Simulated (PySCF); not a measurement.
Fluorine: a sound run and one with changed settings

Sound run: F⁺ [He] 2s2 2p4, F²⁺ [He] 2s2 2p3. Computed with PySCF 2.14 in aug-cc-pVDZ (4s3p2d, 23 functions), with the non-relativistic Hamiltonian (point nucleus). The sound run starts from symmetry-adapted Hartree-Fock orbitals and uses a fine grid where one is needed.

Changed run: initial guess sap, at most 5 SCF cycles. This setting is unsound on purpose.

| species | method | sound run (hartree) | changed run (hartree) | converged |
| --- | --- | --- | --- | --- |
| F⁺ | UHF | -98.80167 | -98.80166 | no |
| F⁺ | TPSS | -99.10185 | -99.10185 | no |
| F⁺ | PBE0 | -99.00293 | -99.00293 | no |
| F²⁺ | UHF | -97.57598 | -97.57598 | no |
| F²⁺ | TPSS | -97.79905 | -97.79905 | no |
| F²⁺ | PBE0 | -97.70734 | -97.70734 | no |

The SCF was stopped early; the energies are upper bounds that still move, and correlated levels were skipped or rest on poor orbitals.
